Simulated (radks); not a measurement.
All-electron atom: Cl- in [Ar]. Calculated with a radial shooting solver on a logarithmic mesh with Libxc functionals: non-relativistic Kohn-Sham, PBEsol, spin-polarised, spherical densities, point nucleus; hard spherical wall at 7 bohr.

Normalised radial functions P(r) = r R(r), r in bohr:

r	3p
0.004863	0.0009
0.006182	0.0015
0.007922	0.0024
0.01015	0.0039
0.01301	0.0062
0.01667	0.0098
0.02136	0.0155
0.02716	0.0239
0.0348	0.0369
0.0446	0.0558
0.05715	0.0827
0.07323	0.1192
0.09385	0.1658
0.1193	0.2185
0.1529	0.2747
0.1959	0.3200
0.2511	0.3353
0.3217	0.2976
0.4123	0.1886
0.5241	0.0122
0.6716	-0.2225
0.8606	-0.4636
1.103	-0.6509
1.413	-0.7309
1.797	-0.6945
2.302	-0.5722
2.95	-0.4153
3.781	-0.2654
4.845	-0.1427
6.208	-0.0452

3p: eigenvalue 0.783 eV, 1 radial node at r = 0.531 bohr, <r> = 2.01 bohr, 90 % of the charge inside 3.31 bohr.
